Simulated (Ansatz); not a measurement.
The cluster Cu2Cl2⁻. Charge -1, multiplicity 2. Geometry r2SCAN-D4/def2-SVPD; atoms count from 1.

```xyz
4

Cu    0.075    0.178   -0.491
Cu    0.046   -0.936    1.681
Cl    1.185   -0.055   -2.313
Cl   -1.306    0.813    1.123
```

The structure comes from a short search, and lower isomers may exist.

Estimate the Mulliken populations from the PBE0/def2-TZVPD orbitals of Ansatz.


```tsv
atom	charge (e)	spin (α − β)	d electrons
Cu1	-0.34	0.23	9.82
Cu2	-0.08	0.80	9.90
Cl3	-0.38	0.00	–
Cl4	-0.19	-0.02	–
```
Mulliken values depend strongly on the basis. With diffuse functions, as here, like atoms can get unlike values, and bond orders can come out too low or too high.

Where does the spin sit?

Summed by element: Cu 1.03, Cl -0.03, of 1 unpaired in all. Largest on single atoms: Cu2 0.80, Cu1 0.23, Cl4 -0.02.

And the Mayer bond orders between heavy atoms (over 0.3)?

Cu1–Cu2 0.76 (2.44 Å); Cu1–Cl3 0.81 (2.15 Å); Cu1–Cl4 0.49 (2.22 Å).
